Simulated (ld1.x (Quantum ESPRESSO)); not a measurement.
**rhodium: excitation energies, all-electron against TM semilocal**

Rh (Z = 45), norm-conserving Troullier–Martins (semilocal form), made with ld1.x (Quantum ESPRESSO) 7.5 (LDA (PZ), scalar-relativistic). Core [Kr], reference 4d8 5s1 5p0. Waves: 5s (bound): rc 1.85 bohr; 5p (bound, empty): rc 3.76 bohr; 4d (bound): rc 1.20 bohr; 4f channel at 0.4 Ry: rc 3.10 bohr. Local part: the f channel. Core correction: a·sin(br)/r model core inside 1.10 bohr.

Energies are relative to the spin-unpolarised reference configuration 4d8 5s1 5p0; without spin polarisation the order of configurations can differ from experiment. Spin-polarised rows fill each open shell by Hund’s rule, majority spin first.

Problem. Give the all-electron excitation energy and the error of the potential for: 4d8 5s0 5p0; 4d7 5s0 5p0; 4d6 5s0 5p0; 4d5 5s0 5p0; 4d8.5 5s0.5 5p0; 4d9 5s0 5p0; 4d8 5s0 5p1; 4d8 5s1 5p0 (spin-polarised); 4d8 5s0 5p0 (spin-polarised).

Solution.

```json
{"valence configuration": "4d8 5s0 5p0", "charge": "+1", "ΔE all-electron (eV)": "7.791", "error AE − PS (meV)": "-6.7"}
{"valence configuration": "4d7 5s0 5p0", "charge": "+2", "ΔE all-electron (eV)": "27.558", "error AE − PS (meV)": "-48"}
{"valence configuration": "4d6 5s0 5p0", "charge": "+3", "ΔE all-electron (eV)": "60.294", "error AE − PS (meV)": "-312"}
{"valence configuration": "4d5 5s0 5p0", "charge": "+4", "ΔE all-electron (eV)": "107.444", "error AE − PS (meV)": "-995"}
{"valence configuration": "4d8.5 5s0.5 5p0", "charge": "0", "ΔE all-electron (eV)": "-0.592", "error AE − PS (meV)": "-8.4"}
{"valence configuration": "4d9 5s0 5p0", "charge": "0", "ΔE all-electron (eV)": "-0.843", "error AE − PS (meV)": "-30"}
{"valence configuration": "4d8 5s0 5p1", "charge": "0", "ΔE all-electron (eV)": "3.737", "error AE − PS (meV)": "+1.0"}
{"valence configuration": "4d8 5s1 5p0 (spin-polarised)", "charge": "0", "ΔE all-electron (eV)": "-0.883", "error AE − PS (meV)": "+29"}
{"valence configuration": "4d8 5s0 5p0 (spin-polarised)", "charge": "+1", "ΔE all-electron (eV)": "7.225", "error AE − PS (meV)": "+19"}
```
